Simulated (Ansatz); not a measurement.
BrGaH4N2, SMILES `[NH2][Ga]([NH2])[Br]`, charge 0, multiplicity 1.

Question: Give a relaxed structure at PBE0-D4/def2-TZVP (the Gaussian-basis code of Ansatz). (Estimate.)

Answer: Ansatz gave: 
```xyz
8

N    -0.032    1.620   -0.313
Ga   -0.311   -0.167   -0.280
N     0.560   -1.337    0.789
Br   -1.890   -1.014   -1.704
H     0.440    2.096    0.437
H    -0.694    2.220   -0.775
H     1.425   -1.095    1.244
H     0.501   -2.323    0.602
```
Point group C2.
